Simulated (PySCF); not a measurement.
Ta(NH)(OH)(NH2)2 (H6N3OTa), SMILES [OH][Ta]([NH2])(=[NH])[NH2], multiplicity 1.

Coordinates come from a PBE0-D3(BJ)/def2-SVP optimisation. The spin state was assumed, not searched. The structure was generated by enumeration; whether it is a known compound was not checked. The def2 effective core potentials stand for the cores of Ta; spin–orbit coupling is left out. The values are those of a single conformer.

Level of theory: PBE/def2-TZVP in PySCF.

The molecule is in vacuum.

**Question.** Estimate the frontier levels, gap, dipole moment and polarisability. (The exact figures need the calculation; the answer reports its results.)

**Answer.** 
The highest occupied level is -5.51 eV and the lowest empty level is -0.52 eV. The orbital gap comes out as 4.99 eV. The dipole moment is 0.76 D and the quadrupole, principal values (traceless, Buckingham form, about the centre of nuclear charge) is -2.73, -1.23, 3.96 D·Å. The mean static polarisability is 69.0 bohr³ (10.22 Å³) and the polarisability, principal values is 65.4, 70.3, 71.2 bohr³.
